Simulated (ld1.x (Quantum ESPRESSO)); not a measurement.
**Transferability test, TM potential for cobalt**

ld1.x (Quantum ESPRESSO) 7.5 input, shortened:

```
&input
   title='Co', zed=27., rel=1, dft='PBESOL', iswitch=3,
   config='[Ar] 3d7.5 4s1.5 4p0'
 /
 &inputp
   pseudotype=2, tm=.true., lloc=0,
   nlcc=.true.
 /
3
3P  2  1   6.00   0.00  1.10  1.10  0.0
3D  3  2   7.50   0.00  1.00  1.00  0.0
4S  1  0   1.50   0.00  2.45  2.45  0.0
 &test
   configts(1)='3p6 3d7.5 4s1.5 4p0'
 /
```

Energies are relative to the spin-unpolarised reference configuration 3p6 3d7.5 4s1.5 4p0; without spin polarisation the order of configurations can differ from experiment.

Problem. Give the all-electron excitation energy and the error of the potential for: 3p6 3d7 4s2 4p0; 3p6 3d7 4s1 4p0; 3p6 3d7 4s0 4p0; 3p6 3d6 4s2 4p0; 3p6 3d8 4s1 4p0; 3p5 3d7 4s2 4p0; 3p6 3d6 4s2 4p1.

Solution.

```csv
valence configuration,charge,ΔE all-electron (eV),error AE − PS (meV)
3p6 3d7 4s2 4p0,0,0.965,-55
3p6 3d7 4s1 4p0,+1,10.010,-34
3p6 3d7 4s0 4p0,+2,26.707,-57
3p6 3d6 4s2 4p0,+1,16.176,-533
3p6 3d8 4s1 4p0,0,-0.249,-42
3p5 3d7 4s2 4p0,+1,74.366,-814
3p6 3d6 4s2 4p1,0,10.656,-1531
```
